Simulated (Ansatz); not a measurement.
Gas-phase electronic energies from Ansatz, PBE0-D4/def2-TZVP geometries. CBS: MP2 limit from def2 TZ/QZ plus the TZ coupled-cluster correction, frozen cores. DFT in def2-TZVPP. B3LYP here is the variant with VWN-RPA as its local correlation; programs differ in this. HSE06 is defined as in plane-wave codes. For Mg outer-core shells are correlated without core-valence functions, which leaves a few kJ/mol of doubt a bond. Each species was taken in one conformer, which may not be the lowest.

Reaction (redistribution): `C[CH2][Mg][CH2]C` + `N[Si]1(F)C=N1` → `C[CH2][Mg][NH2]` + `CC[Si]1(F)C=N1`

```json
{"level": "B3LYP-D4", "ΔE (kJ/mol)": "-34.8", "difference from CCSD(T)/CBS": "-2.5"}
{"level": "r2SCANh-D4", "ΔE (kJ/mol)": "-35.6", "difference from CCSD(T)/CBS": "-3.3"}
{"level": "PBE-QIDH", "ΔE (kJ/mol)": "-32.0", "difference from CCSD(T)/CBS": "0.3"}
{"level": "B3LYP", "ΔE (kJ/mol)": "-31.7", "difference from CCSD(T)/CBS": "0.6"}
{"level": "r2SCANh", "ΔE (kJ/mol)": "-34.8", "difference from CCSD(T)/CBS": "-2.5"}
{"level": "HSE06", "ΔE (kJ/mol)": "-31.7", "difference from CCSD(T)/CBS": "0.6"}
{"level": "BHLYP", "ΔE (kJ/mol)": "-27.9", "difference from CCSD(T)/CBS": "4.4"}
{"level": "MP2/def2-SVP", "ΔE (kJ/mol)": "-45.3", "difference from CCSD(T)/CBS": "-13.0"}
{"level": "MP2/def2-TZVPP", "ΔE (kJ/mol)": "-36.1", "difference from CCSD(T)/CBS": "-3.8"}
{"level": "CCSD(T)/def2-TZVPP", "ΔE (kJ/mol)": "-33.4", "difference from CCSD(T)/CBS": "-1.1"}
{"level": "CCSD(T)/CBS", "ΔE (kJ/mol)": "-32.3", "difference from CCSD(T)/CBS": "0"}
```

Largest T1 diagnostic among the species: 0.012.

From BLYP to BHLYP (50 % exact exchange), in def2-TZVPP and without D4, ΔE moves by +6.6 kJ/mol. The D4 term adds −3.1 kJ/mol with B3LYP and −2.0 kJ/mol with PBE0; it sums over pairs of atoms, weighted by their polarisabilities, and B3LYP, whose exchange is more repulsive, gets the larger term. At CCSD(T), def2-SVP lies −12.0 kJ/mol from the extrapolated value and def2-TZVPP −1.1 kJ/mol.
